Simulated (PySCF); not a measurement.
Input file for PySCF: D3(BJ) and D4 dispersion corrections on C2H9N (a complex), monomers drawn apart or pushed together.

```python
from pyscf import gto
from pyscf.dispersion import dftd3, dftd4

mol = gto.M(
    atom='''
    C    -0.00543151   -0.04465795   -0.38546212
    H     0.10063666    0.34509718   -1.39671866
    H    -0.25792949   -1.10336403   -0.43294956
    H     0.93168140    0.08321853    0.15411926
    H    -0.79695280    0.49801530    0.12965853
    C    -0.16889844    0.76811222    4.51986098
    N     0.06597554   -0.66627445    4.36427204
    H     0.21851983    1.09354072    5.48665006
    H    -1.24356975    0.95773170    4.52248288
    H     0.28227851    1.40127271    3.74368988
    H     1.05802187   -0.87046449    4.37183244
    H    -0.29314238   -0.99158729    3.47515231
    ''',
    basis='def2-svp',
    charge=0, spin=0, verbose=0, max_memory=1800)
d3, d4 = {}, {}
for xc in ['hf', 'pbe', 'blyp', 'revpbe', 'tpss', 'r2scan', 'b3lyp', 'pbe0', 'bhlyp', 'camb3lyp', 'b2plyp']:
    d3[xc] = float(dftd3.DFTD3Dispersion(mol, xc=xc, version='d3bj', atm=False).get_dispersion()['energy'])
    print(f'D3(BJ) {xc:10s} {d3[xc]:14.8f} Eh')
for xc in ['hf', 'pbe', 'blyp', 'revpbe', 'tpss', 'r2scan', 'b3lyp', 'pbe0', 'bhlyp', 'camb3lyp', 'b2plyp']:
    d4[xc] = float(dftd4.DFTD4Dispersion(mol, xc={'camb3lyp': 'cam-b3lyp'}.get(xc, xc), atm=True).get_dispersion()['energy'])
    print(f'D4     {xc:10s} {d4[xc]:14.8f} Eh')
```

Output:

```
D3(BJ) hf            -0.04065854 Eh
D3(BJ) pbe           -0.00427492 Eh
D3(BJ) blyp          -0.00842509 Eh
D3(BJ) revpbe        -0.01154915 Eh
D3(BJ) tpss          -0.00510156 Eh
D3(BJ) r2scan        -0.00124058 Eh
D3(BJ) b3lyp         -0.00680612 Eh
D3(BJ) pbe0          -0.00348040 Eh
D3(BJ) bhlyp         -0.00500550 Eh
D3(BJ) camb3lyp      -0.00287684 Eh
D3(BJ) b2plyp        -0.00293100 Eh
D4     hf            -0.01424631 Eh
D4     pbe           -0.00335331 Eh
D4     blyp          -0.00758206 Eh
D4     revpbe        -0.01345535 Eh
D4     tpss          -0.00450332 Eh
D4     r2scan        -0.00096442 Eh
D4     b3lyp         -0.00521790 Eh
D4     pbe0          -0.00278778 Eh
D4     bhlyp         -0.00336000 Eh
D4     camb3lyp      -0.00273386 Eh
D4     b2plyp        -0.00232237 Eh
```

The run finished.

Cost: roughly 0.05 core-seconds.
